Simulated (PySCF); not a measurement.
Identify the compound

Molecular formula: C₂H₁₄OSi₅. Simulated spectra:

1H NMR (400 MHz, computed): δ 6.65 (m, 1H), 5.10 (m, 1H), 4.98 (s, 3H), 4.86 (m, 1H), 4.35 (m, 1H), 3.92 (m, 1H), 0.36 (d, 3H), 0.21 (d, 3H).

13C{1H} NMR (computed): δ -6.6 (CH3), -10.2 (CH3).

Computational details: NMR shieldings at PBE0/pcSseg-1/GIAO, GFN2-xTB geometry, in PySCF 2.14 (relativity neglected, one averaged value for each set of equivalent atoms, isolated molecule, one computed conformer).

References, each an isolated molecule treated in the same way: TMS for 1H (σref 31.72) and 13C (σref 186.93).

Problem. Propose a structure and justify it.

Solution. 
- The formula gives 1 degree of unsaturation (1 ring in the answer).
- 2 carbon signals for 2 carbons: no two carbons are equivalent.
- Carbon types of the structure: 2 × CH3, leaving 8 H on heteroatoms.
- δC -6.6, -10.2: methyl carbon bonded to Si; an electropositive neighbour leaves it electron-rich and shielded.
- δH 6.65: hydrogen on a silicon bonded to O, 2 Si, in a 4-membered ring.
- δH 5.10, 4.86: hydrogen on a silicon bonded to C, 2 Si, in a 4-membered ring.
- δH 4.98: hydrogen on a silicon bonded to O.
- δH 4.35, 3.92: hydrogen on a silicon bonded to 2 Si, in a 4-membered ring.
- δH 0.36, 0.21: hydrogen on a methyl carbon bonded to Si; an electropositive neighbour shields it, as in TMS itself.

These data were computed for SMILES [Si@@H]1(C)[Si@H](C)[SiH2][Si@H]1O[SiH3].

This is the structure that produced the data.

Shifts are as computed. Against solution values, carbons near 30 ppm lie about +3 ppm off and those near 130 ppm about +5 ppm. Of 1211 compounds with measured shifts, 218 miss one by over three times the rms of a fit or turn the order of signals round; such compounds aren't used in these exercises. Multiplicities follow the n + 1 count of equivalent neighbours, as no J values were calculated; m marks all less simple cases, F and P coupling included.
